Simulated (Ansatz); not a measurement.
Geometry optimisation, UKS PBE0-D4/def2-SVP in Ansatz 0.2.0.

Input:

```yaml
crystal:
  periodic: [false, false, false]
  atoms:
    - { symbol: O, position_ang: [0.9964, -0.8271, 0.9971] }
    - { symbol: Sn, position_ang: [-0.2624, 0.3346, -0.1179] }
    - { symbol: H, position_ang: [1.0726, -1.5894, 0.4223] }
    - { symbol: H, position_ang: [0.96646, -0.50451, 1.93259] }
    - { symbol: H, position_ang: [0.5282, 0.7118, -1.6524] }
    - { symbol: H, position_ang: [-0.6258, 1.8348, 0.7393] }
magnetization:
  spin_polarized: true
basis:
  gaussian: { orbitals: def2-SVP }
hamiltonian:
  xc: pbe0
  dispersion: d4
relax:
  f_tol: 0.02
  max_steps: 50
```

Command:

```bash
$ ansatz run input.yaml --threads 1 --pin off --max-ram 2048MiB --backend cpu --events-out ev --progress --plain --runs-dir out
```

Problem. Where does it end, and by what steps?

Solution. The forces met the threshold. The force dipped under the threshold on the way, but the program's further checks kept it going. After 33 steps the energy has fallen by 2.155 eV; H4 moved furthest, 1.42 Å.

| step | energy less start (eV) | largest force component (eV/Å) | accepted |
| --- | --- | --- | --- |
| 0 | 0.0000 | 4.648 | yes |
| 2 | -1.8180 | 1.492 | yes |
| 4 | -2.0061 | 1.685 | no |
| 6 | -2.1000 | 0.094 | yes |
| 8 | -2.1080 | 0.293 | yes |
| 10 | -2.1432 | 0.051 | yes |
| 12 | -2.0911 | 1.489 | no |
| 14 | -2.1519 | 0.043 | yes |
| 16 | -2.1526 | 0.010 | yes |
| 18 | -2.1530 | 0.027 | yes |
| 20 | -2.1532 | 0.013 | yes |
| 22 | -2.1536 | 0.051 | yes |
| 24 | -2.1538 | 0.068 | yes |
| 26 | -2.1539 | 0.124 | no |
| 28 | -2.1538 | 0.159 | no |
| 30 | -2.1544 | 0.021 | yes |
| 32 | -2.1545 | 0.041 | yes |
| 33 | -2.1545 | 0.020 | yes |

```xyz
6
Properties=species:S:1:pos:R:3
O 0.925 -1.068 0.700
Sn -0.592 0.266 -0.672
H 0.589 -1.058 1.606
H 1.714 -0.509 0.726
H 0.911 1.213 -0.924
H -0.871 1.117 0.885
```

Whether the end is a true minimum wasn't checked by a vibrational analysis.

Time of the run: 72 s on 1 thread of Arm Neoverse V2, on a shared host, peak memory 0.15 GiB.
